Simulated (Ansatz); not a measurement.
Consider the substitution at a C–N bond: `CNNC` + `BB(C)O` → `BB(C)OC` + `CNN`.

Isolated molecules relaxed with PBE0-D4/def2-TZVP in Ansatz; ΔE leaves out vibrations. CCSD(T)/CBS is the MP2 limit (def2-TZVPP, def2-QZVPP) plus CCSD(T) − MP2 in def2-TZVPP, frozen cores. Each species was taken in one conformer, which may not be the lowest.

```json
{"level": "CCSD(T)/def2-TZVPP", "ΔE (kJ/mol)": "22.5"}
{"level": "MP2/def2-QZVPP", "ΔE (kJ/mol)": "26.8"}
```

Task: What does CCSD(T)/CBS give? (An estimate is asked.)

Result: Computed: +23.9 kJ/mol. The listed levels differ from it by -1.4, 2.9 kJ/mol.

Largest T1 diagnostic among the species: 0.013.

In def2-TZVPP, CCSD(T) changes the Hartree–Fock value by +6.5 kJ/mol (the triples alone add +0.6 kJ/mol) and MP2 by +10.2 kJ/mol.
